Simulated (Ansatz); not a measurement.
A made-up structure of C$_{2}$H$_{4}$Br (charge +1), singlet:

C1  (-0.515, 0.439, 0.027)
C2  (0.567, -0.490, -0.108)
Br3  (1.508, -1.157, 1.236)
H4  (-1.390, 0.002, -0.489)
H5  (0.762, -1.329, -0.726)
H6  (-0.755, 0.738, 1.044)
H7  (0.868, -0.840, -1.096)
(Å)

It is relaxed with PBE-D4/def2-SVP and then PBE0-D4/def2-TZVP (Ansatz 0.2.0). Atoms count as bonded within 1.22 times the sum of their covalent radii (H–H: 0.88 Å). The end point is not checked to be a true minimum.

Q: Does its bonding change? (A judgement: the text doesn't fix the answer.)

A: Computed: Yes. Formed: C1–H7; broken: C2–H7, H5–H7.

Where it ends: The first stage lowers the energy by 5.62 eV in 26 steps. It ends as C₂H₄Br ([CH3][CH][Br]), total charge +1:
```json
{"atom": "C1", "x (Å)": "-0.2250", "y (Å)": "0.1744", "z (Å)": "-0.1361"}
{"atom": "C2", "x (Å)": "0.5451", "y (Å)": "-1.0198", "z (Å)": "0.0483"}
{"atom": "Br3", "x (Å)": "1.5055", "y (Å)": "-1.3978", "z (Å)": "1.4878"}
{"atom": "H4", "x (Å)": "-1.2577", "y (Å)": "-0.1337", "z (Å)": "-0.3838"}
{"atom": "H5", "x (Å)": "0.5703", "y (Å)": "-1.7809", "z (Å)": "-0.7323"}
{"atom": "H6", "x (Å)": "-0.2009", "y (Å)": "0.8823", "z (Å)": "0.6877"}
{"atom": "H7", "x (Å)": "0.1083", "y (Å)": "0.6368", "z (Å)": "-1.0841"}
```

Labels in which every atom is bracketed show which atoms are joined, not bond orders.

For scale, one of the runs: PBE0-D4/def2-TZVP relaxation, 134 basis functions, launched by `ansatz run in.yaml --threads 2 --pin off --events-out ev --progress --plain --max-ram 4352MiB`. Hardware: 2 CPU threads of an Intel Xeon 6975P-C, shared host. Wall time about 9 s.
